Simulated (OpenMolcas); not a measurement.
A run on Pm III.

```
Program             : OpenMolcas 26.06
Method              : CASSCF
Basis               : ANO-R0 [6s4p2d1f]
Scalar Hamiltonian  : X2C, finite nucleus
Active space        : 5 electrons in 7 orbitals (4f)
State averaging     : 2S+1 = 6 odd, 21 roots (18 in the spin-orbit step); 2S+1 = 4 odd, 224 roots (63 in the spin-orbit step)
Spin-orbit coupling : RASSI with atomic mean-field integrals over the reference wave functions, term energies averaged over their components
```

35 basis functions. Blocks (2S+1, parity, CSFs, roots kept): 6, odd, 21, 21; 4, odd, 224, 224.

Question: How long do the RASSCF and RASSI steps take on 1 thread of Arm Neoverse V1, on a shared host?

Answer: About 59 s of wall time, without the integral step.
